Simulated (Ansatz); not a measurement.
## PH3 ··· AsH3

The pair of PH3 (SMILES P, atoms 1–4) and AsH3 (SMILES [AsH3], atoms 5–8), both closed shells, in one local arrangement (a lower one may exist), relaxed at PBE0-D4/def2-TZVP:

```
8
angstrom
P 0.3742 0.0307 -1.7651
H 0.7529 0.0683 -3.1342
H -0.8927 0.6202 -2.0093
H -0.1311 -1.2921 -1.8515
As -0.4398 -0.0334 1.7483
H -0.7404 -0.0543 3.2421
H 0.9124 -0.6983 1.9463
H 0.1644 1.3588 1.8235
```

Ansatz 0.2.0; basis: def2-TZVPPD, with def2-QZVPPD for the basis limit; cores frozen in the correlated methods. Filled d shells of the heavier atoms are correlated. The def2 sets are not built for correlating such inner shells, so the correlated values are less sure here. Extrapolation: Hartree–Fock as exp(−7.88 √X), correlation as X^−2.97. Interaction energies count from these two fragments, frozen as in the pair, with the counterpoise correction; negative means bound.

Problem. What is the interaction energy by CCSD(T) at an estimated basis limit (MP2 extrapolated from triple and quadruple zeta, plus CCSD(T) − MP2 in triple zeta)? (To be estimated.)

Solution. By the calculation: -5.3 kJ/mol. Hartree–Fock alone gives 4.3 kJ/mol at the basis limit, so without correlation the pair would not bind at this distance. Plain CCSD(T) in triple zeta gives -3.5 kJ/mol; the step to the limit is large here, so the limit is uncertain. It counts from the two fragments frozen as in the pair.

Problem. Which atoms make the shortest contact between the fragments?

Solution. P1 and As5, 3.61 Å apart.

Basis-set superposition shift (counterpoise-corrected less uncorrected): CCSD(T) 1.7; MP2 1.8; HF 0.4; PBE0-D4 0.5; wB97M-V 0.6 kJ/mol.

T1 diagnostic: at most 0.014.

For scale, one of the runs: CCSD(T)/def2-TZVPPD, 204 basis functions, launched by `ansatz run in.yaml --threads 4 --pin off --events-out ev --progress --plain --max-ram 9574MiB`. Hardware: 4 CPU threads of an Arm Neoverse V1, shared host. Wall time 44 s; peak host memory 2.4 GiB.
